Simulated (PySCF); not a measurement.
Ligands exchanged one at a time, Sn OCH3-SiH3. Isolated molecules, 0 K electronic values unless said otherwise. One relaxed conformer stands for each flexible species; it need not be the lowest. Strings in code marks are SMILES.

The LUMO from two functionals at the same geometries (PBE0-D4/def2-SVP), both in PySCF: PBE-D3(BJ)/def2-TZVP and PBE0-D4/def2-TZVP. 

```
species                                                                                  PBE-D3(BJ)/def2-TZVP (eV)  PBE0-D4/def2-TZVP (eV)
---------------------------------------------------------------------------------------  -------------------------  ----------------------
0 of 4 OCH3 replaced by SiH3 (`C[O][Sn]([O]C)([O]C)[O]C`)                                                    -2.65                   -1.65
2 of 4 OCH3 replaced by SiH3                                                                                 -1.64                   -0.90
3 of 4 OCH3 replaced by SiH3 (`[SiH3][Sn]([O]C)([SiH3])[SiH3]` (C–O–Sn–Si torsion 61°))                      -1.90                   -1.13
4 of 4 OCH3 replaced by SiH3                                                                                 -1.32                   -0.48
```

Over these rows, drawn at random from the members with no instability flagged (it was tested for open shells, ions and some series alone), PBE minus PBE0-D4: mean -0.84 eV, from -1.00 eV to -0.74 eV.
